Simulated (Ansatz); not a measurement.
Consider the ligand exchange at the Si–S bond: `[OH][GeH]([F])[S][SiH3]` + `C[CH2][AlH][OH]` → `C[CH2][AlH][O][SiH3]` + `[OH][GeH]([F])[SH]`.

Program: Ansatz. Geometries: PBE0-D4/def2-TZVP. ΔE: electronic, gas phase. CBS: MP2 limit from def2 TZ/QZ plus the TZ coupled-cluster correction, frozen cores. Functionals use def2-TZVPP. B3LYP here is the variant with VWN-RPA as its local correlation; programs differ in this. For Ge outer-core shells are correlated without core-valence functions, which leaves a few kJ/mol of doubt a bond. Scalar relativity is left out up to krypton. One conformer a species, not always the lowest.

`[OH][GeH]([F])[S][SiH3]`:

```xyz
10

O     0.875    0.607    1.339
Ge    0.389    1.482   -0.114
F     1.755    1.324   -1.178
S    -1.372    0.492   -0.943
Si   -0.958   -1.502   -0.240
H     1.828    0.488    1.383
H     0.177    2.981    0.101
H     0.446   -1.880   -0.523
H    -1.883   -2.352   -1.029
H    -1.256   -1.640    1.203
```

`C[CH2][AlH][OH]`:

```xyz
11

C     0.687   -1.082   -0.560
C     0.775    0.409   -0.235
Al   -0.789    1.200    0.636
O    -2.163    0.264    0.994
H    -0.148   -1.301   -1.233
H     1.594   -1.455   -1.046
H     0.536   -1.684    0.341
H     0.973    0.986   -1.149
H     1.648    0.608    0.402
H    -0.886    2.721    1.061
H    -2.228   -0.667    0.789
```

`C[CH2][AlH][O][SiH3]`:

```xyz
14

C     1.557   -0.288   -1.038
C     0.229   -0.296   -1.794
Al   -1.376   -0.016   -0.720
O    -1.225    0.235    0.943
Si   -0.719    0.450    2.469
H     2.410   -0.448   -1.703
H     1.591   -1.068   -0.273
H     1.722    0.661   -0.522
H     0.103   -1.243   -2.337
H     0.234    0.466   -2.585
H    -2.846   -0.007   -1.309
H     0.767    0.519    2.531
H    -1.175   -0.680    3.322
H    -1.271    1.717    3.018
```

`[OH][GeH]([F])[SH]`:

```xyz
7

O    -0.553    0.009   -1.476
Ge    0.539   -0.089   -0.104
F     1.652    1.236   -0.180
S    -0.488    0.262    1.814
H    -1.151    0.760   -1.423
H     1.316   -1.394   -0.257
H    -1.314   -0.783    1.626
```

Question: Is it downhill or uphill in electronic energy at CCSD(T)/CBS, and by how much? (An estimate is asked.)

Answer: Computed: Downhill: ΔE = -47.1 kJ/mol.

Question: What do these levels give: PBE-D4, PBE0-D4, B3LYP-D4, ωB97M-V, PBE, HF/def2-TZVPP, MP2/def2-TZVPP, CCSD/def2-TZVPP, CCSD(T)/def2-TZVPP, MP2/def2-QZVPP, MP2/CBS(def2), CCSD/CBS(def2)? (An estimate is asked.)

Answer: Ansatz gave: PBE-D4 -34.4, PBE0-D4 -39.6, B3LYP-D4 -52.0, ωB97M-V -47.3, PBE -36.9, HF/def2-TZVPP -73.5, MP2/def2-TZVPP -47.7, CCSD/def2-TZVPP -55.5, CCSD(T)/def2-TZVPP -51.2, MP2/def2-QZVPP -46.2, MP2/CBS(def2) -43.6, CCSD/CBS(def2) -51.4 kJ/mol.

Largest T1 diagnostic among the species: 0.012.

The D4 term adds +4.5 kJ/mol with B3LYP and +2.0 kJ/mol with PBE0; it sums over pairs of atoms, weighted by their polarisabilities, and B3LYP, whose exchange is more repulsive, gets the larger term. In def2-TZVPP, CCSD(T) changes the Hartree–Fock value by +22.3 kJ/mol (the triples alone add +4.3 kJ/mol) and MP2 by +25.8 kJ/mol.
